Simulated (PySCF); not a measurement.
H9PSi3, SMILES [SiH3]P([SiH3])[SiH3].

Geometry: PBE0-D3(BJ)/def2-SVP.

These are PBE/def2-TZVP in PySCF values and carry that method's errors.

The molecule is in vacuum.

- total energy = -1214.65925 hartree
- point group = C3
- highest occupied level = -6.34 eV
- lowest empty level = -1.05 eV
- orbital gap = 5.29 eV
- dipole moment = 0.42 D
- quadrupole, principal values (traceless, Buckingham form, about the centre of nuclear charge) = -2.66, 1.33, 1.33 D·Å
- mean static polarisability = 115.9 bohr³ (17.18 Å³)
- polarisability, principal values = 96.7, 125.6, 125.6 bohr³
